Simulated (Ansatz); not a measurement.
Start from `O[CH2][Zn][SH]` and change one atom or group to get `O[CH2][Zn][F]`.

Ansatz, PBE0-D4/def2-TZVP geometries, multiplicity 1. Each molecule was computed in one conformer, which needn't be the lowest.

Scalar relativity is left out up to krypton.

```
                                        property  `O[CH2][Zn][SH]`
           LUMO energy (ωB97M-V/def2-TZVPP) / eV              0.83
             LUMO energy (B3LYP/def2-TZVPP) / eV             -0.82
             HOMO–LUMO gap (PBE/def2-TZVPP) / eV              4.27
         HOMO–LUMO gap (ωB97M-V/def2-TZVPP) / eV              9.85
               LUMO energy (PBE/def2-TZVPP) / eV             -1.29
size of the dipole moment (B3LYP/def2-TZVPP) / D              2.16
```

**Question.** Give the same properties after the change, and the shifts. (An estimate is asked.)

**Answer.** Ansatz gave: 
```csv
property,`O[CH2][Zn][F]`,shift
LUMO energy (ωB97M-V/def2-TZVPP) / eV,0.78,-0.05
LUMO energy (B3LYP/def2-TZVPP) / eV,-1.03,-0.21
HOMO–LUMO gap (PBE/def2-TZVPP) / eV,4.47,0.20
HOMO–LUMO gap (ωB97M-V/def2-TZVPP) / eV,10.32,0.47
LUMO energy (PBE/def2-TZVPP) / eV,-1.52,-0.23
size of the dipole moment (B3LYP/def2-TZVPP) / D,2.72,0.56
```

With PBE0 the HOMO falls by 0.46 eV and the LUMO falls by 0.13 eV, so the gap widens by about 0.33 eV. PBE moves the HOMO by -0.42 eV and ωB97M-V by -0.53 eV. Dipoles are sizes alone; their direction can turn.

B3LYP here is the variant with VWN-RPA as its local correlation; programs differ in this.
